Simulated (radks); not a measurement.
Task: The mean radii <r> (bohr) of the occupied orbitals of an atom or ion are listed with their occupations. Calculated with a radial shooting solver on a logarithmic mesh with Libxc functionals: Dirac Kohn-Sham, PBEsol, spin-unpolarised, spherical densities, point nucleus.

orbital  occ.      <r>
1s1/2       2  0.02723
2s1/2       2   0.1166
2p1/2       2  0.09833
2p3/2       4   0.1040
3s1/2       2   0.3101
3p1/2       2   0.2995
3p3/2       4   0.3105
3d3/2       4   0.2797
3d5/2       6   0.2831
4s1/2       2   0.6549
4p1/2       1   0.6623

Name the element and its charge. Open shells, if any, fill j = l - 1/2 first.

Result: Z = 53, iodine, charge +22: I22+ in [Ar] 3d10 4s2 4p1. The 1s radius gives Z: for a bare nucleus <r> = (2 gamma + 1)/(2Z) with gamma = sqrt(1 - (Z/c)^2), 0.02683 bohr for Z = 53, and screening makes it slightly larger (0.02723 here). The occupations add up to 31, and the charge is Z minus that.
